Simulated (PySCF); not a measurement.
C₄H₃F, SMILES C#C/C=C\F.

Geometry optimised at B3LYP-D3(BJ)/def2-SVP. The structure was generated by enumeration; whether it is a known compound was not checked.

All values below come from TDDFT-B3LYP/def2-SVPD (PySCF 2.14.0).

Vertical excitations.  State labels are in the subgroup Cs.

```json
[
 {"state": "S1", "symmetry": "A\"", "energy (eV)": "5.29", "λ (nm)": "234", "f": "0.000", "main pairs": "HOMO−1→LUMO 98 %"},
 {"state": "S2", "symmetry": "A'", "energy (eV)": "5.55", "λ (nm)": "223", "f": "0.256", "main pairs": "HOMO→LUMO 83 %"},
 {"state": "S3", "symmetry": "A\"", "energy (eV)": "5.84", "λ (nm)": "212", "f": "0.001", "main pairs": "HOMO→LUMO+1 90 %"},
 {"state": "S4", "symmetry": "A\"", "energy (eV)": "6.73", "λ (nm)": "184", "f": "0.000", "main pairs": "HOMO→LUMO+2 86 %"},
 {"state": "S5", "symmetry": "A\"", "energy (eV)": "7.25", "λ (nm)": "171", "f": "0.029", "main pairs": "HOMO→LUMO+3 91 %"},
 {"state": "S6", "symmetry": "A'", "energy (eV)": "7.36", "λ (nm)": "169", "f": "0.343", "main pairs": "HOMO−2→LUMO 55 %, HOMO−1→LUMO+1 30 %, HOMO→LUMO 12 %"},
 {"state": "S7", "symmetry": "A'", "energy (eV)": "7.58", "λ (nm)": "164", "f": "0.037", "main pairs": "HOMO−1→LUMO+1 41 %, HOMO−1→LUMO+2 29 %, HOMO−2→LUMO 21 %, HOMO→LUMO+6 7 %"},
 {"state": "S8", "symmetry": "A\"", "energy (eV)": "7.62", "λ (nm)": "163", "f": "0.003", "main pairs": "HOMO→LUMO+4 88 %"},
 {"state": "S9", "symmetry": "A\"", "energy (eV)": "7.76", "λ (nm)": "160", "f": "0.000", "main pairs": "HOMO→LUMO+5 92 %"},
 {"state": "S10", "symmetry": "A'", "energy (eV)": "7.91", "λ (nm)": "157", "f": "0.085", "main pairs": "HOMO−1→LUMO+2 50 %, HOMO→LUMO+6 36 %"},
 {"state": "T1", "symmetry": "A'", "energy (eV)": "3.40", "λ (nm)": "364", "f": "0", "main pairs": "HOMO→LUMO 96 %"},
 {"state": "T2", "symmetry": "A\"", "energy (eV)": "4.95", "λ (nm)": "250", "f": "0", "main pairs": "HOMO−1→LUMO 86 %"},
 {"state": "T3", "symmetry": "A'", "energy (eV)": "5.47", "λ (nm)": "227", "f": "0", "main pairs": "HOMO−1→LUMO+1 48 %, HOMO−1→LUMO+2 19 %, HOMO−2→LUMO 17 %"},
 {"state": "T4", "symmetry": "A\"", "energy (eV)": "5.64", "λ (nm)": "220", "f": "0", "main pairs": "HOMO→LUMO+1 76 %"}
]
```
Triplets are in the Tamm–Dancoff approximation, which puts them higher than full response would, so one can lie above its singlet here.
